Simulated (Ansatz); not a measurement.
HFGeS, SMILES `[F][Ge][SH]` (excited triplet; F–Ge–S–H torsion 91°) (charge 0, multiplicity 3). This triplet is an excited state, 2.53 eV above the relaxed singlet at the level frozen-core CCSD(T)/cc-pVTZ // B3LYP-D3(BJ)/def2-TZVP (Ansatz, a program for electronic structure).

Method: LC-ωPBE/cc-pVTZ // B3LYP-D3(BJ)/def2-TZVP (Ansatz).

Ansatz 0.2 input:
```yaml
crystal:
  periodic: [false, false, false]
  atoms:
    - { symbol: F, position_ang: [2.095382, -0.542153, 0.200115] }
    - { symbol: Ge, position_ang: [0.856081, 0.573879, -0.387405] }
    - { symbol: S, position_ang: [-1.200867, 0.420403, 0.530256] }
    - { symbol: H, position_ang: [-1.750595, -0.45213, -0.342964] }
basis:
  gaussian: { orbitals: cc-pVTZ }
hamiltonian:
  xc: lc_wpbe
magnetization:
  spin_polarized: true
  initial_magnetization: 2
```

Output:

```
Functional definition: LC-wPBE
831 factors; their error is unknown
215 factors; integrals over basis functions are off by at most 4.3e-5 eV
mean field evaluation 1: about -70073.7668 eV, gradient 2.7e1 eV
mean field evaluation 2: about -70072.4998 eV, gradient 3.8e1 eV
mean field evaluation 4: about -70076.2730 eV, gradient 1.5e0 eV
mean field evaluation 8: about -70076.3027 eV, gradient 1.5e-1 eV
mean field evaluation 16: about -70076.2775 eV, gradient 2.9e-3 eV
mean field -70076.27750160 eV, -2575.2556987768 hartree, gradient 6.3e-5 eV, S^2 2.013643; 0 other end points of the search recorded, 0 dependent functions left out
reference -70076.27750160 eV, -2575.2556987771 hartree; 30, 28 occupied and 91, 93 virtual orbitals, 831 factors
Total energy: -70076.27750160 eV, -2575.2556987771 hartree
```
